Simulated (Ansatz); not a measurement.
Cost and result for the atomization energy of C2H6ClFSn (`C[CH2][SnH]([F])[Cl]`) (11 atoms, 10 bonds).

Cartesian coordinates in Å:
```
C 0.3028 -1.4413 -0.1584
C 0.5361 -0.0452 -0.7160
Sn -0.4624 1.4409 0.4355
F 0.2068 1.2298 2.2250
Cl -2.7045 0.8489 0.5995
H -0.7582 -1.6990 -0.1523
H 0.8221 -2.1867 -0.7667
H 0.6720 -1.5311 0.8650
H 0.1745 0.0497 -1.7425
H 1.5955 0.2227 -0.7144
H -0.3846 3.1111 0.1253
```

The species carries charge 0 and has multiplicity 1. Correlated methods include outer-core shells of Sn, which these sets cover unevenly. Sn takes the def2 core potential. All single points use the PBE0-D4/def2-TZVP geometry. It is one conformer, not always the lowest. Program: Ansatz. Hardware: A = 2 threads of an AMD EPYC 7R13 on a shared host; B = 2 threads of an AMD EPYC 7R13 on a shared host and a share of an NVIDIA H100 80 GB. Times are those of one run each, without the atoms' runs, and a repeat can differ threefold. Electronic energies, without spin–orbit coupling; frozen cores. CCSD(T)/CBS adds CCSD(T) − MP2 in def2-TZVPP to the MP2 limit, and its time is that of the two runs behind it. T1 = 0.012. With those shells the extrapolation isn't a true limit. B3LYP takes the VWN-RPA correlation (the form of Gaussian; ORCA's B3LYP/G).

CCSD(T)/CBS is a level of theory with its own doubt, some kJ/mol a heavy atom from the limit and from the frozen cores, so smaller differences don't rank the functionals.

```json
{"level": "MP2/def2-QZVPP [B]", "functions": "503", "wall time": "3.7 s"}
{"level": "PBE-D4/def2-TZVPP (with forces) [A]", "functions": "269", "wall time": "4.2 s"}
{"level": "CCSD(T)/def2-TZVPP [B]", "functions": "269", "wall time": "4.9 s"}
{"level": "PBE0-D4/def2-TZVPP [A]", "functions": "269", "wall time": "5.5 s"}
{"level": "r2SCAN-D4/def2-TZVPP (with forces) [A]", "functions": "269", "wall time": "7.5 s"}
{"level": "B3LYP-D4/def2-TZVPP (with forces) [A]", "functions": "269", "wall time": "8.5 s"}
{"level": "CCSD(T)/CBS(def2)", "functions": "–", "wall time": "8.6 s"}
{"level": "B2PLYP/def2-TZVPP [A]", "functions": "269", "wall time": "11 s"}
{"level": "ωB97X-V/def2-TZVPP [A]", "functions": "269", "wall time": "13 s"}
{"level": "ωB97M-V/def2-TZVPP (with forces) [A]", "functions": "269", "wall time": "19 s"}
```

Question: What atomization energy does each give, and how far from CCSD(T)/CBS? (An estimate is asked.)

Answer: Ansatz gave: 
```csv
level,atomization (kJ/mol),difference from CCSD(T)/CBS,per bond
MP2/def2-QZVPP [B],3844.1,0.2,0.0
PBE-D4/def2-TZVPP (with forces) [A],3872.0,28.1,2.8
CCSD(T)/def2-TZVPP [B],3735.6,-108.3,-10.8
PBE0-D4/def2-TZVPP [A],3814.1,-29.8,-3.0
r2SCAN-D4/def2-TZVPP (with forces) [A],3826.8,-17.1,-1.7
B3LYP-D4/def2-TZVPP (with forces) [A],3799.3,-44.6,-4.5
CCSD(T)/CBS(def2),3843.9,0.0,0.0
B2PLYP/def2-TZVPP [A],3765.2,-78.7,-7.9
ωB97X-V/def2-TZVPP [A],3836.6,-7.3,-0.7
ωB97M-V/def2-TZVPP (with forces) [A],3822.0,-21.9,-2.2
```

The D4 term adds +39.3 kJ/mol with B3LYP and +20.9 kJ/mol with PBE0; it sums over pairs of atoms, weighted by their polarisabilities, and B3LYP, whose exchange is more repulsive, gets the larger term. In def2-TZVPP, CCSD(T) changes the Hartree–Fock value by +917.0 kJ/mol (the triples alone add +55.8 kJ/mol) and MP2 by +960.3 kJ/mol; breaking electron pairs costs correlation energy, which Hartree–Fock lacks. From PBE to PBE0 (25 % exact exchange), in def2-TZVPP and without D4, the atomization energy moves by −54.4 kJ/mol: exact exchange takes away binding that semilocal exchange gives to molecules.

Spin–orbit coupling would lower the free Sn atoms strongly, and the atomization energy with them, by more than many differences here. For some Ge, Se and Sn compounds the MP2-based and the directly extrapolated limit differ by 10 to 25 kJ/mol.
